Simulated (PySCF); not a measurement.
A species of formula C5H7ClOSi2 has this rotational fingerprint, computed with PBE0/pcSseg-1 in PySCF (dipole) on a GFN2-xTB geometry, gas phase:

| Quantity | Value |
| --- | --- |
| Rotational constants | A = 2453, B = 506.4, C = 461.7 MHz |
| Dipole components | \|μa\| = 1.00 D, \|μb\| = 2.05 D, \|μc\| = 1.06 D |
| Inertial defect | -109.26 u·Å² |
| κ | -0.96 |

Problem. Which structure is it? (One computed conformer of each.)
A. `[O:1]=[CH:2][C:3]#[C:4][C@@H:5]1[SiH2:6][C@H:7]1[SiH2:8][Cl:9]` with Si6–C7–Si8–Cl9 29°
B. `[CH:1]#[C:2][Si@@H:3]1[CH:4]=[C:5]([CH2:6][Cl:7])[SiH2:8][O:9]1` with C4–C5–C6–Cl7 124°

Solution. B. It is C#C[Si@@H]1C=C(CCl)[SiH2]O1, a near-prolate asymmetric top, point group C1. The candidates at the same level (rigid rotor, commonest isotopes):

```
                           SMILES  A (MHz)  B (MHz)  C (MHz)  μa (D)  μb (D)  μc (D)  Δ (u·Å²)  point group                        rotor
O=CC#C[C@@H]1[SiH2][C@H]1[SiH2]Cl     2100    372.9    349.9    3.67    2.13    2.79   -151.47           C1  near-prolate asymmetric top
      C#C[Si@@H]1C=C(CCl)[SiH2]O1     2453    506.4    461.7    1.00    2.05    1.06   -109.26           C1  near-prolate asymmetric top
```

`O=CC#C[C@@H]1[SiH2][C@H]1[SiH2]Cl` has B 26 % too low. No structure here is proved a minimum.
